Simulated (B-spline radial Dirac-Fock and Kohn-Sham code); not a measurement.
Z = 77 (iridium), transition energy 902 keV. Method: a Dirac-Hartree-Slater potential of the neutral atom with a Latter tail (no hole, which puts coefficients of high multipoles low close above an edge), finite nucleus with surface currents. Computed with a B-spline atomic structure program. Subshells that would emit electrons below 1 keV are left out.

**Question.** A pure transition shows α(K) = 0.00207, L1/L2 = 13.8 and L1/L3 = 17.8. What is its multipolarity?
A. E3
B. M1
C. M4
D. E4
E. E2
F. M3
G. E1
H. M2

**Answer.** G. For comparison, α(K), L1/L2, L1/L3 are E2 0.00519, 3.90, 11.7; E3 0.0113, 1.79, 8.76; E4 0.0230, 1.11, 6.66; M1 0.0131, 12.7, 129; M2 0.0325, 9.05, 63.6; M3 0.0637, 6.52, 20.1; M4 0.120, 4.98, 8.69.
